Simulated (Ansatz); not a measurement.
Computed with Ansatz on PBE0-D4/def2-TZVP structures; ΔE is electronic, products minus reactants. CCSD(T)/CBS is the MP2 limit (def2-TZVPP, def2-QZVPP) plus CCSD(T) − MP2 in def2-TZVPP, frozen cores. This one scheme is used for every species. Functionals use def2-TZVPP. HSE06 is defined as in plane-wave codes. One conformer a species, not always the lowest.

`OB(F)CF` + CH₃SH → `CSB(O)F` + `CF`  (ligand exchange at a B–C bond)

| level | ΔE (kcal/mol) | difference from CCSD(T)/CBS |
| --- | --- | --- |
| LDA (SPW92) | -13.0 | 0.8 |
| PBE0-D4 | -14.1 | -0.3 |
| r2SCANh-D4 | -14.3 | -0.5 |
| r2SCAN | -14.2 | -0.4 |
| HSE06 | -13.6 | 0.2 |
| LC-ωPBE | -12.8 | 1.0 |
| MP2/def2-SVP | -15.2 | -1.4 |
| SCS-MP2/def2-TZVPP | -14.4 | -0.6 |
| MP2/def2-QZVPP | -15.2 | -1.4 |
| HF/CBS(def2) | -12.7 | 1.1 |
| CCSD(T)/CBS | -13.8 | 0 |

Largest T1 diagnostic among the species: 0.012.

In def2-TZVPP, CCSD(T) changes the Hartree–Fock value by −0.9 kcal/mol (the triples alone add −0.5 kcal/mol) and MP2 by −2.3 kcal/mol. The D4 term adds −0.9 kcal/mol with B3LYP and −0.5 kcal/mol with PBE0; it sums over pairs of atoms, weighted by their polarisabilities, and B3LYP, whose exchange is more repulsive, gets the larger term. Leaving LDA and LC-ωPBE aside and taking each functional with its dispersion term where it has one, the values, not all of them listed here, spread over 1.9 kcal/mol, from revPBE-D4 to CAM-B3LYP-D4.

B3LYP here is the variant with VWN-RPA as its local correlation; programs differ in this.
